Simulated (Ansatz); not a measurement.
The cluster SbF3. The state is a quintet with charge 0. Geometry B3LYP-D4/def2-TZVP; atoms count from 1.

```xyz
4

Sb   -0.526   -1.196   -1.127
F     1.894    0.279    0.040
F    -1.322    1.312    0.448
F    -0.046   -0.395    0.639
```

In the def2 sets Sb takes a core potential; there is no spin–orbit coupling. In the quintet geometry the species has come apart into loosely held pieces. At PBE0-D4/def2-TZVP a singlet of charge 0 lies 9.18 eV below the quintet, each at its own geometry. The structure comes from a short search, and lower isomers may exist.

Problem. Estimate the Mulliken populations from the PBE0/def2-TZVP orbitals of Ansatz.

Solution. 
```
atom  charge (e)  spin (α − β)
 Sb1        0.52          1.96
  F2       -0.07          0.91
  F3       -0.07          0.91
  F4       -0.38          0.22
```
Mulliken values depend strongly on the basis.

Problem. Where does the spin sit?

Solution. Summed by element: Sb 1.96, F 2.04, of 4 unpaired in all. Largest on single atoms: Sb1 1.96, F2 0.91, F3 0.91.

Problem. And the Mayer bond orders between heavy atoms (over 0.3)?

Solution. Sb1–F4 0.68 (2.00 Å).
